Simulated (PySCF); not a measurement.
Orbital picture of SrIn

B3LYP at R = 3.454 Å; Sr def2-SVPD with ECP28, In def2-SVPD with ECP28; scalar-relativistic core potentials (PySCF 2.14). State: ²Π (doublet), unpaired electrons π ↑. Only the outer orbitals are listed, counted within each symmetry, core potentials removing the inner ones.

```
spin  orbital  occ.  ε (eV)  on Sr (%)            main shells (%)
   α       5σ     1  -20.00          0                   100 In d
   α       3π     1  -19.98          0                   100 In d
   α       1δ     1  -19.90          0                   100 In d
   α       3π     1  -19.81          0                   100 In d
   α       1δ     1  -19.80          0                   100 In d
   α       6σ     1   -9.02          5                    94 In s
   α       7σ     1   -4.14         71           70 Sr s, 26 In p
   α       4π     1   -3.28         21   78 In p, 13 Sr d, 8 Sr p
   α       4π     0   -2.15         28  72 In p, 15 Sr d, 13 Sr p
   α       8σ     0   -2.01         53  40 In p, 22 Sr p, 18 Sr s
   α       5π     0   -0.91         99           65 Sr p, 34 Sr d
   β       5σ     1  -19.98          0                   100 In d
   β       3π     1  -19.97          0                   100 In d
   β       1δ     1  -19.83          0                   100 In d
   β       3π     1  -19.73          0                   100 In d
   β       1δ     1  -19.72          0                   100 In d
   β       6σ     1   -8.48          7                    93 In s
   β       7σ     1   -4.04         83           82 Sr s, 15 In p
   β       4π     0   -2.01         32  68 In p, 16 Sr p, 16 Sr d
   β       8σ     0   -1.85         44  46 In p, 24 Sr p, 14 Sr d
   β       4π     0   -1.60         43  58 In p, 24 Sr p, 19 Sr d
```

**Question.** Which are the highest filled and the lowest empty level, where do they sit, and how wide is the gap?

**Answer.** Highest filled α 4π at -3.28 eV (in %: 78 In p, 13 Sr d, 8 Sr p); lowest empty α 4π at -2.15 eV (in %: 72 In p, 15 Sr d, 13 Sr p); the gap at B3LYP is 1.13 eV. Both belong to one degenerate shell, split only by its one-sided filling, so this is no excitation gap.

The bond order (Mayer) is 1.04. The ⟨S²⟩ is 0.779. The charge on Sr (Mulliken, basis-dependent) is 0.12. The charge on Sr (Löwdin, basis-dependent) is 0.12 and the dipole moment (positive dipole means Sr(−)In(+)) is -2.51 D. The polarisability along the bond is 363.7 bohr³. The polarisability across the bond is 218.3 bohr³.

Spin–orbit coupling is left out. The state is the lowest determinant that a PBE0 search found; another state may lie lower at other levels.
